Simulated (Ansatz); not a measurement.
CH₆Cl₂O₂Si₂, SMILES `O[Si@H](Cl)C[Si@@H](O)Cl`, relaxed with RKS PBE0-D4/def2-TZVP in Ansatz from a GFN2-xTB geometry. The force threshold is 0.005 eV/Å; the program also tests the step.

Total charge 0; spin multiplicity 1.

Start:

```xyz
13

O     1.615    1.393    0.290
Si    1.020    0.308    1.332
Cl    0.934    1.247    3.102
C    -0.713   -0.261    0.786
Si   -0.766   -0.763   -1.032
O     0.026    0.424   -1.836
Cl   -2.661   -0.862   -1.741
H     1.326    1.350   -0.622
H     1.924   -0.832    1.441
H    -1.426    0.547    0.963
H    -1.044   -1.093    1.403
H    -0.112   -2.034   -1.319
H    -0.123    0.575   -2.767
```

(1) How much energy does the relaxation release, and in how many steps? (Estimate.)

(2) Which bonds change most? (An estimate is asked.)

(3) Give the relaxed structure. (Best estimate.)

Answers

(1) Ansatz gave: 10.51 kJ/mol, in 33 steps, 2 of them rejected.

(2) Ansatz gave: Si2–Cl3 from 2.005 to 2.058 Å; C4–Si5 from 1.887 to 1.844 Å; Si2–C4 from 1.904 to 1.871 Å; Si5–Cl7 from 2.025 to 2.056 Å.

(3) Ansatz gave: 
```xyz
13

O     1.873    0.993    0.163
Si    1.036    0.248    1.346
Cl    0.767    1.512    2.948
C    -0.652   -0.293    0.750
Si   -0.752   -0.679   -1.050
O    -0.194    0.672   -1.815
Cl   -2.688   -1.040   -1.642
H     1.365    1.261   -0.613
H     1.845   -0.882    1.846
H    -1.363    0.516    0.953
H    -0.979   -1.160    1.334
H     0.021   -1.875   -1.453
H    -0.280    0.727   -2.768
```
